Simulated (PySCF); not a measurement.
Ga(Cl)2(GeH3), H₃Cl₂GaGe, SMILES [Cl][Ga]([Cl])[GeH3], singlet, B3LYP/def2-SVP optimised geometry.

```
7

Ga     0.89    -0.05     0.00
Cl     2.09    -1.40    -1.20
Cl     2.06     1.28     1.23
Ge    -1.56    -0.05     0.00
H     -2.08     1.40     0.00
H     -2.09    -0.80    -1.24
H     -2.05    -0.76     1.28
```

Density from B3LYP/def2-TZVP (PySCF) at that geometry.

Minimum of the electron density along straight lines between bonded atoms, close to the bond critical point (lines longer than 1.1 times the sum of covalent radii, or with two minima, are not listed):

```tsv
bond	length / Å	ρ at the minimum / e bohr⁻³	∇²ρ there / e bohr⁻⁵	position (fraction from the first atom)
Ga1–Cl2	2.168	0.093	0.25	0.44
Ga1–Cl3	2.169	0.093	0.25	0.44
Ga1–Ge4	2.449	?	?	0.48
Ge4–H5	1.540	0.132	0.05	0.59
Ge4–H6	1.539	0.132	0.05	0.59
Ge4–H7	1.542	0.131	0.05	0.59
```

### Question
Fill in the missing entries.

### Answer

- Ga1–Ge4, ρ at the minimum / e bohr⁻³: 0.076
- Ga1–Ge4, ∇²ρ there / e bohr⁻⁵: -0.06
